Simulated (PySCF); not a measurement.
How exact exchange moves a shielding

Molecule: SMILES C1(=N\[SiH3])/C=CC1, C4H7NSi.

Geometry (Å), atoms numbered from 1 in this order:
```xyz
13

Si    2.192    0.406   -0.264
N     0.824   -0.561   -0.749
C    -0.372   -0.428   -0.377
C    -1.628   -1.146   -0.678
C    -2.343   -0.342    0.140
C    -1.169    0.516    0.569
H     3.200   -0.490    0.373
H     1.853    1.508    0.701
H     2.794    1.014   -1.486
H    -1.869   -1.997   -1.317
H    -3.400   -0.308    0.411
H    -1.197    1.574    0.259
H    -0.884    0.464    1.633
```

GIAO shieldings (ppm, equivalent atoms averaged) in PySCF on the PBE0-D3(BJ)/def2-SVP geometry, basis pcSseg-1, gas phase, non-relativistic:

```csv
functional,exact exchange (%),σ(Si1),σ(C6)
BLYP,0,395.2,127.4
BP86,0,400.3,131.8
PBE,0,402.0,132.4
B3LYP,20,405.0,132.1
PBE0,25,414.3,137.6
mPW1PW91,25,412.3,136.7
HF,100,451.4,148.7
```

Q: Fit each shielding as a line in the percentage of exact exchange.

A: σ(Si1) = 398.7 + 0.53 x (rms 2.7 ppm); σ(C6) = 130.8 + 0.18 x (rms 2.0 ppm). The functionals also differ in their semilocal parts, which the line can't hold; Hartree–Fock has no correlation at all.

Q: What does the line predict for BHandHLYP (50 %), and what does the run give?

A: σ(Si1): 425.2 predicted, 421.0 computed; σ(C6): 139.8 predicted, 138.3 computed ppm.
